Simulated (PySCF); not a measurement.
Ge(H)(F)(NH2)2 (FGeH5N2), SMILES [NH2][GeH]([NH2])[F].

Geometry optimised at PBE0-D3(BJ)/def2-SVP. The structure was generated by enumeration, and PubChem lists no compound with its InChIKey, so it may never have been made. The values are those of a single conformer.

Calculation: PySCF with TDDFT-PBE/def2-SVPD.

Vertical excitations. The molecule is in vacuum.

```json
[
 {"state": "S1", "energy (eV)": "5.98", "λ (nm)": "207", "f": "0.027", "main pairs": "HOMO→LUMO 97 %"},
 {"state": "S2", "energy (eV)": "6.25", "λ (nm)": "198", "f": "0.035", "main pairs": "HOMO−1→LUMO 90 %"},
 {"state": "S3", "energy (eV)": "6.50", "λ (nm)": "191", "f": "0.037", "main pairs": "HOMO→LUMO+1 75 %, HOMO→LUMO+2 14 %"},
 {"state": "S4", "energy (eV)": "6.60", "λ (nm)": "188", "f": "0.006", "main pairs": "HOMO→LUMO+2 80 %, HOMO→LUMO+1 12 %"},
 {"state": "S5", "energy (eV)": "6.73", "λ (nm)": "184", "f": "0.020", "main pairs": "HOMO−1→LUMO+1 82 %"},
 {"state": "S6", "energy (eV)": "7.01", "λ (nm)": "177", "f": "0.061", "main pairs": "HOMO→LUMO+3 83 %"},
 {"state": "S7", "energy (eV)": "7.18", "λ (nm)": "173", "f": "0.036", "main pairs": "HOMO−1→LUMO+2 64 %, HOMO−1→LUMO+3 22 %"},
 {"state": "S8", "energy (eV)": "7.27", "λ (nm)": "171", "f": "0.043", "main pairs": "HOMO−1→LUMO+3 74 %, HOMO−1→LUMO+2 19 %"},
 {"state": "S9", "energy (eV)": "7.97", "λ (nm)": "155", "f": "0.001", "main pairs": "HOMO→LUMO+4 59 %, HOMO−2→LUMO 37 %"},
 {"state": "S10", "energy (eV)": "8.00", "λ (nm)": "155", "f": "0.027", "main pairs": "HOMO−2→LUMO 58 %, HOMO→LUMO+4 35 %"},
 {"state": "T1", "energy (eV)": "5.67", "λ (nm)": "219", "f": "0", "main pairs": "HOMO→LUMO 96 %"},
 {"state": "T2", "energy (eV)": "5.98", "λ (nm)": "207", "f": "0", "main pairs": "HOMO−1→LUMO 78 %, HOMO→LUMO+1 18 %"},
 {"state": "T3", "energy (eV)": "6.18", "λ (nm)": "201", "f": "0", "main pairs": "HOMO→LUMO+1 77 %, HOMO−1→LUMO 19 %"},
 {"state": "T4", "energy (eV)": "6.39", "λ (nm)": "194", "f": "0", "main pairs": "HOMO→LUMO+2 86 %"}
]
```
Triplets are in the Tamm–Dancoff approximation, which puts them higher than full response would, so one can lie above its singlet here.
